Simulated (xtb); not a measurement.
xtb input:

```bash
xtb mol.xyz --gfn 2 --ohess tight --chrg -1 --uhf 0
```
mol.xyz:
```
9

N     -1.45177735    -0.92630698    -0.13366586
Si     0.02204085    -0.03673401     0.14487446
O      0.51407294     0.01584466     1.63990965
O     -0.12245723     1.52324269    -0.48168140
O      1.03652011    -0.74055877    -1.07630996
H     -1.83753231    -0.80388167    -1.05290438
H     -2.08678057    -0.81268728     0.57227111
H     -0.05143342     2.10220664     0.28738499
H      1.74520300    -0.03956976    -1.31352130
```

Problem. What final total energy does it print?

Solution. -19.24422 Eh (GFN2-xTB).

It need not be the lowest isomer of its formula. Whether it binds its extra electron was not tested at this geometry.
